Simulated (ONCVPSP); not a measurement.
# What the settings do to the ONCV potential of Sr (Z = 38)

Base potential:

- Element: Sr (Z = 38)
- Generator: ONCVPSP 4.0.1
- Type: optimised norm-conserving Vanderbilt (ONCV)
- Functional: LDA (Perdew-Zunger)
- Relativity: scalar-relativistic
- Frozen core: [Ar] 3d10
- Valence charge: 10
- Reference configuration: 4s2 4p6 5s1.5 (charge +0.5)
- Partial waves: 4s+5s: rc 2.25 bohr, ncon 3, nbas 7, qcut 5.8 1/bohr, 2 projectors; 4p: rc 2.20 bohr, ncon 5, nbas 9, qcut 6.8 1/bohr, 2 projectors, debl 2 Ha; d scattering state at 0.37 Ha: rc 2.35 bohr, ncon 5, nbas 8, qcut 3.9 1/bohr, 3 projectors, debl 3.1 Ha
- Local potential: polynomial inside 1.65 bohr (lpopt 5, dvloc0 0 Ha)
- Core correction: none

In the d channel the program set the typed energies aside and used 0.050, 3.150, 6.250 Ha.

Cutoffs, loose and tight: the cutoffs (Ha) at which the residual kinetic energy of the hardest occupied pseudo-wave falls to 1 and 0.1 mHa per electron. They do not see the model core or the augmentation charge, which bear on the density cutoff. Test errors are all-electron minus pseudo excitation energies from the reference, over the configurations 4s2 4p6 5s2; 4s2 4p6 5s1; 4s2 4p6 5s0; 4s2 4p5 5s2. A dash means not determined; rows that change the core or the reference have their own tests.

| change | outcome | cutoff, loose | cutoff, tight | bound ghosts | GHOST(+) flags above zero | largest test error (meV) |
| --- | --- | --- | --- | --- | --- | --- |
| base | generated, projector energies reset by the program | 12 Ha | 17 Ha | none | none | +2.9 |
| p: rc 3.24 | generated, projector energies reset by the program | 9.8 Ha | 12 Ha | none | none | +8.0 |
| core correction Teter function, fcfact 2, rcfact 1.5 | generated, projector energies reset by the program | 12 Ha | 17 Ha | none | none | -5.5 |
| s: nbas 6 | generated, projector energies reset by the program | 12 Ha | 17 Ha | none | none | +2.4 |
| all radii scaled by about 1.24 (s 2.80, p 2.74, d 2.92 bohr); local potential polynomial inside 2.06 bohr (lpopt 5, dvloc0 0 Ha) | generated, projector energies reset by the program | 7.6 Ha | 9.6 Ha | none | none | -2.6 |
| functional PBE | generated, projector energies reset by the program | 13 Ha | 17 Ha | none | none | -8.2 |
| fully relativistic | generated, projector energies reset by the program | 12 Ha | 17 Ha | none | none | +11 |
| reference 4s2 4p6 5s0.5 | generated, projector energies reset by the program | 12 Ha | 17 Ha | none | none | -0.5 |

Task: What comes out with this change to the base: s: qcut 7.4?

Result: outcome: generated, projector energies reset by the program; cutoff, loose: 14 Ha; cutoff, tight: 18 Ha; bound ghosts: none; GHOST(+) flags above zero: none; largest test error (meV): -4.5.
